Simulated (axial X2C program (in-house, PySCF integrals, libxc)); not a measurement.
## What spin–orbit coupling does to KSn

Computed with an in-house relativistic program for diatomic molecules. Spin-free means the one-electron spin-free X2C Hamiltonian; two-component (2c) means X2C with spin–orbit coupling and atomic mean-field two-electron Coulomb and Gaunt terms, so the difference of the two also holds small scalar two-electron terms. Basis: Sn dyall-cv3z [11s12p9d4f1g], K dyall-cv3z [11s12p6d3f] (cores contracted in-house); Gaussian nuclei, density fitting, unrestricted open shells. Masses: Sn 119.902 u, K 38.964 u.

Spin-free state: M_S = 3/2, Λ = 0 (beyond evenly filled blocks: σα, π+α, π-α); fragments Sn + K.

| level | Re (Å) | ωe (cm⁻¹) | De (eV) | μ (D) |
| --- | --- | --- | --- | --- |
| PBE0 | 3.253 | 137.5 | 1.396 | 9.40 |
| HF | 3.366 | 133.0 | 1.018 | 11.20 |
| MP2 | 3.272 | 141.9 | 1.324 | n/a |
| CCSD | 3.290 | 140.4 | 1.322 | n/a |
| CCSD(T) | 3.283 | 141.0 | 1.332 | n/a |
| B97-3 | 3.281 | 137.9 | 1.293 | 10.02 |

Correlated methods: 13 electrons correlated (number of frozen shells: Sn 4 s, 3 p, 2 d; K 2 s, 1 p), 299 virtual spin orbitals or spinors in MP2, 90 natural virtuals in coupled cluster.

Dipoles are positive if K is the positive end.

Two-component determinant lowest at the distance of the search:

Ω = 3/2 (⟨Sz⟩ = 1.49, ⟨Lz⟩ = 0.01 at HF); fragments Sn + K.

```tsv
level	Re (Å)	ωe (cm⁻¹)	μ (D)
PBE0	3.255	137.0	9.39
HF	3.367	132.7	11.19
MP2	3.273	141.7	n/a
CCSD	3.292	140.0	n/a
CCSD(T)	3.285	140.7	n/a
B97-3	3.298	132.6	9.86
```

Problem. From the two tables, how do the constants change at the CCSD(T) level (2c against spin-free)?

Solution. At the CCSD(T) level Re increases by 0.002 Å and ωe decreases by 0.3 cm⁻¹.

The state is one determinant whose occupation by symmetry is held fixed; it was picked as the lowest of a PBE0 search that is not exhaustive. Dissociation energies refer to the lowest single-determinant-based atoms at the same level and basis. De is not given where an atomic determinant may have missed its ground term or J level, or where the truncated virtual space spoils (T). Density functionals use the spin component along the axis (collinear). CCSD and (T) use frozen natural virtuals with an MP2 correction for the truncation; (T) itself is uncorrected, so its De runs slightly low. PBE0 can misorder states that lie within some tenths of an eV, so this need not be the ground state of the molecule. The nearest other spin-free determinant of the search, M_S = 1/2, Λ = 0, lies 0.46 eV up at the distance of the search. Without a current term, density functionals place determinants with orbital angular momentum somewhat too high. With several unpaired electrons one determinant need not be a pure state. This is the top spin component of a Σ state; components of lower Ω are not single determinants and can lie lower. With the outer-core shells frozen, correlated bond lengths of heavy atoms tend to come out a few hundredths of an ångström too long.
